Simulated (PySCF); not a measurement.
**Ionisation energy of As²⁺ by level of theory**

As²⁺ [Ar] 3d10 4s2 4p1 (2P) → As³⁺ [Ar] 3d10 4s2 (1S), as a difference of total energies. Calculation: PySCF 2.14, in aug-cc-pVTZ-DK (7s6p4d2f, 59 functions); the spin-free X2C one-electron Hamiltonian (Gaussian nucleus). Correlated levels: valence: [Ar] 3d10 frozen. The calculations carry no spin-orbit coupling.

| method | ionisation energy (eV) | difference from reference (eV) |
| --- | --- | --- |
| UHF | 27.487 | -0.862 |
| MP2 (valence) | 27.746 | -0.603 |
| SCS-MP2 (valence) | 27.735 | -0.614 |
| CCSD (valence) | 27.825 | -0.524 |
| CCSD(T) (valence) | 27.844 | -0.505 |
| CCSDT (valence) | 27.850 | -0.499 |

Reference: 28.349 ± 0.012 eV (measured; NIST Atomic Spectra Database, ionization energies).

The reference lies between the lowest fine-structure levels, while these numbers refer to the centres of the terms.

Errors of the correlated levels include the incompleteness of this basis and the frozen core.
